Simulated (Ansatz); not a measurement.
Molecule: sum formula BNH2F, net charge 0, doublet state. It need not be the lowest isomer of its formula. 
Geometry from a B3LYP-D3(BJ)/def2-TZVP (Ansatz, a program for electronic structure) optimisation:
SMILES: N[B]F
```xyz
5

B      0.1684     0.1379    -0.4888
F      1.1270    -0.4449     0.2227
N     -1.1090     0.3499     0.0053
H     -1.8323     0.7908    -0.5344
H     -1.3894     0.0740     0.9376
```
Charge 0, spin multiplicity 2.

Total electronic energies in hartree. Correlated levels leave the core frozen unless marked. Open shells are spin-unrestricted. Spin-orbit coupling is left out. No relativistic terms. Basis-set limits of correlation are two-point, X^-3; Hartree-Fock from the larger set (for Q and 5 zeta extrapolated as (X+1)exp(-9√X)).

| level | program | energy (Eh) |
|---|---|---|
| r2SCAN/def2-TZVPD | Ansatz | [?] |
| PBE0/STO-3G | Ansatz | -177.98401 |
| B2GP-PLYP/def2-TZVPD | Ansatz | [?] |
| MP2/cc-pwCVTZ | Ansatz | -180.40319 |
| MP2/cc-pVQZ | Ansatz | -180.44876 |
| SCS-MP2/6-31G | Ansatz | -179.98316 |
| CCSD/cc-pVQZ | Ansatz | -180.45635 |
| CCSD/CBS(cc-pVQZ,cc-pV5Z) | Ansatz | -180.4889 |
| CCSD(T)/CBS(cc-pVQZ,cc-pV5Z) | Ansatz | -180.5121 |

### Question
What belongs in the gaps?

### Answer

- r2SCAN/def2-TZVPD, energy (Eh): -180.66759
- B2GP-PLYP/def2-TZVPD, energy (Eh): -180.60031
